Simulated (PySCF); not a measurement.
## Basis and Hamiltonian dependence of the excitation energy of In⁺

In⁺ [Kr] 4d10 5s2 (1S) → In⁺ [Kr] 4d10 5s1 5d1 (3D). All values are computed (PySCF 2.14, energy differences of UHF-based or UKS calculations, no spin-orbit coupling). Values in eV.

| basis | Hamiltonian | functions | UHF | PBE | PBE0 | MP2 (valence) | CCSD(T) (valence) |
| --- | --- | --- | --- | --- | --- | --- | --- |
| aug-cc-pVDZ-PP with ECP28MDF | ECP | 32 | 11.150 | 12.301 | 12.152 | 11.684 | 11.944 |
| aug-cc-pVTZ-PP with one added diffuse shell each of d, f type with ECP28MDF | ECP | 67 | 11.112 | 12.290 | 12.138 | 11.644 | 11.819 |
| x2c-TZVPPall with one added diffuse shell each of s, p, d, f type | spin-free X2C | 76 | 11.181 | 12.255 | 12.136 | 11.708 | 11.887 |
| def2-QZVPPD with the def2 core potential (28 electrons) | ECP | 88 | 11.100 | 12.273 | 12.121 | 11.669 | 11.844 |
| aug-cc-pVQZ-PP with ECP28MDF | ECP | 92 | 11.105 | 12.268 | 12.120 | 11.659 | 11.821 |
| aug-cc-pVQZ-DK3 | spin-free X2C | 102 | 11.121 | 12.181 | 12.061 | 11.671 | 11.833 |
| aug-cc-pwCVTZ-DK3 | spin-free X2C | 109 | 11.121 | 12.218 | 12.086 | 11.669 | 11.837 |
| aug-cc-pVQZ-PP with one added diffuse shell each of s, p, d, f, g type with ECP28MDF | ECP | 117 | 11.104 | 12.264 | 12.117 | 11.658 | n/a |
| aug-cc-pwCVTZ-DK3 with one added diffuse shell each of s, p, d, f type | spin-free X2C | 125 | 11.121 | 12.217 | 12.085 | 11.668 | n/a |
| x2c-QZVPPall with one added diffuse shell each of s, p, d, f type | spin-free X2C | 128 | 11.127 | 12.218 | 12.088 | 11.679 | n/a |
| aug-cc-pV5Z-PP with ECP28MDF | ECP | 139 | 11.101 | 12.269 | 12.119 | 11.667 | n/a |

Frozen in the all-electron rows: valence: [Kr] 4d10; with a core potential, the same shells as far as they lie outside it.

Reference for a calculation without spin-orbit coupling: 12.674 eV (measured, between term centres; NIST).
